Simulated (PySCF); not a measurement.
silyl radical (H3Si), SMILES [SiH3], multiplicity 2.

Geometry: B3LYP-D3(BJ)/def2-TZVPD.

All values below come from TDA-M06-2X/def2-TZVPD in PySCF.

Vertical excitations; the highest root listed may be one member of a degenerate set. Gas-phase values at a fixed geometry.

| state | energy (eV) | λ (nm) | f | main pairs |
|---|---|---|---|---|
| root 1 | 5.00 | 248 | 0.005 | β HOMO→LUMO (degenerate set) |
| root 2 | 5.00 | 248 | 0.005 | β HOMO−1→LUMO (degenerate set) |
| root 3 | 5.35 | 232 | 0.030 | α HOMO→LUMO+1, β HOMO→LUMO (degenerate set) |
| root 4 | 5.35 | 232 | 0.030 | α HOMO→LUMO+2, β HOMO−1→LUMO (degenerate set) |
| root 5 | 5.37 | 231 | 0.037 | α HOMO→LUMO 94 % |
| root 6 | 6.46 | 192 | 0.197 | α HOMO→LUMO+3 94 % |
| root 7 | 7.10 | 175 | 0.086 | α HOMO→LUMO+4, α HOMO→LUMO+6 (degenerate set) |
| root 8 | 7.10 | 175 | 0.086 | α HOMO→LUMO+5, α HOMO→LUMO+7 (degenerate set) |
| root 9 | 7.81 | 159 | 0.008 | α HOMO→LUMO+6, α HOMO→LUMO+4 (degenerate set) |
| root 10 | 7.81 | 159 | 0.008 | α HOMO→LUMO+7, α HOMO→LUMO+5 (degenerate set) |
Unrestricted roots are not spin-pure.
